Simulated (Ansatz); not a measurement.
Ansatz (an electronic-structure program) input (PBE0/def2-TZVPD):

Ansatz 0.2 input:
```yaml
crystal:
  periodic: [false, false, false]
  atoms:
    - {symbol: C, position_ang: [-1.34796582, 0.03981920, -0.06100352]}
    - {symbol: F, position_ang: [-1.91407761, -0.32410772, 1.07668877]}
    - {symbol: F, position_ang: [-1.82888146, -0.69571646, -1.04841252]}
    - {symbol: I, position_ang: [0.78819673, 0.16866986, 0.00210443]}
basis:
  gaussian:
    orbitals: def2-TZVPD
hamiltonian:
  xc: {name: PBE0}
total_charge: -1
magnetization: {spin_polarized: true, initial_magnetization: 2}
```

Output:

```
Functional definition: PBE0
integrals: 0.08 GiB planned
1027 factors; their error is unknown
mean field: 1.04 GiB planned
mean field evaluation 1: about -14560.8031 eV, gradient 3.0e1 eV
mean field evaluation 2: about -14544.4741 eV, gradient 6.8e1 eV
mean field evaluation 4: about -14566.1211 eV, gradient 5.4e0 eV
mean field evaluation 8: about -14566.2697 eV, gradient 1.9e-1 eV
mean field evaluation 16: about -14566.5263 eV, gradient 4.1e-3 eV
mean field evaluation 32: about -14565.5511 eV, gradient 2.8e-5 eV
mean field -14566.52630932 eV, -535.3099683213 hartree, gradient 1.6e-5 eV, S^2 2.007686; 8 other end points of the search recorded, 0 dependent functions left out
reference -14566.52634388 eV, -535.3099695913 hartree; 26, 24 occupied and 150, 152 virtual orbitals, 1027 factors
Total energy: -14566.52634388 eV, -535.3099695913 hartree
```

This state (charge -1, triplet) is run at the relaxed geometry of the species with charge 0 and multiplicity 2.
